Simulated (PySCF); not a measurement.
C₃H₈Mg, SMILES C[CH](C)[MgH]. Geometry optimised at PBE-D3(BJ)/def2-SVP. The structure was generated by enumeration; whether it is a known compound was not checked.

Calculation: PBE-D3(BJ)/def2-SVP run with PySCF 2.14.0.

Harmonic wavenumbers (cm⁻¹): 124, 166, 249, 267, 314, 347, 380, 477, 868, 880, 917, 951, 1072, 1118, 1145, 1275, 1332, 1347, 1400, 1416, 1424, 1431, 1543, 2901, 2903, 2928, 2979, 2980, 3020, 3020. Rotational constants (GHz): 7.985, 3.795, 2.799; symmetry number 1.

### Question
Work out the zero-point energy and the ideal-gas rigid-rotor harmonic-oscillator thermochemistry at 298.15 K and 1 atm.

### Answer
ZPE = ½ Σ hcν = ½ × 41175 cm⁻¹ = 58.86 kcal/mol. H − E(el) = 63.71 kcal/mol. Entropy in cal/(mol K): translation 38.59, rotation 25.74, vibration 14.03, total 78.36. G − E(el) = 40.34 kcal/mol. Cp = 24.98 cal/(mol K). Modes under 150 cm⁻¹ make the vibrational entropy uncertain.
